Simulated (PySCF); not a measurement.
## TDDFT excited states: C6H5NO2

C₆H₅NO₂.
Cartesian coordinates in Å at the GFN2-xTB level; atoms count from 1:
```
atom  x, y, z in Å
N1     3.0552   -0.2670   -1.4367
C2     2.0563    0.0216   -0.9501
C3     0.8054    0.2864   -0.3665
C4     0.5126    1.4926    0.1427
O5    -0.6618    1.8281    0.6936
C6    -1.6229    0.8616    0.7272
C7    -1.4742   -0.3714    0.2642
C8    -0.1699   -0.8774   -0.2848
O9     0.2981   -1.8840    0.5986
H10    1.2084    2.3207    0.1283
H11   -2.5381    1.2382    1.1573
H12   -2.2775   -1.0838    0.3307
H13   -0.3170   -1.3179   -1.2882
H14    1.1247   -2.2483    0.2615
```

Method: PySCF, TDDFT PBE0/def2-SVPD, vertical, gas phase, core orbitals frozen in the response.

Problem. Predict the UV-vis stick spectrum at this level.

Solution. 

| state | E (eV) | λ (nm) | f | main configurations (H = HOMO, L = LUMO) |
| --- | --- | --- | --- | --- |
| S1 | 5.01 | 247.4 | 0.110 | H→L (95%) |
| S2 | 5.79 | 214.2 | 0.012 | H-1→L (65%), H-2→L (27%) |
| S3 | 6.13 | 202.4 | 0.0046 | H→L+1 (46%), H-2→L (44%) |
| S4 | 6.36 | 194.9 | 0.018 | H→L+3 (72%) |
| S5 | 6.65 | 186.5 | 0.035 | H→L+2 (80%) |
| S6 | 6.81 | 182.1 | 0.0098 | H-3→L (81%) |

Triplets, Tamm–Dancoff:

```tsv
state	E (eV)	λ (nm)	main configurations (H = HOMO, L = LUMO)
T1	3.58	346.7	H→L (86%)
T2	4.34	285.5	H-1→L (30%), H→L+1 (28%), H-2→L (18%)
```

The lowest singlet comes at 247 nm (483 kJ/mol) in the ultraviolet; it is of moderate strength; its leading configuration is HOMO→LUMO (95%). The lowest level is also the most intense of those listed (f = 0.110). Löwdin shares by element: HOMO carbon 42% or more, oxygen 19% or more (atoms not listed hold the other 38%); LUMO carbon 54% or more, nitrogen 13% (atoms not listed hold the other 33%). Of the 6 states listed, 4 reach f = 0.01 and none stays under 0.0005. The oscillator strengths of these states sum to 0.190; summed over the whole spectrum of an exact calculation they would give the number of electrons, 64 (Thomas–Reiche–Kuhn). The listed states span 1.80 eV, and the widest gap between neighbours is 0.78 eV (S1 to S2). The window holds the lowest 6 singlets.

One conformer stands for the species.
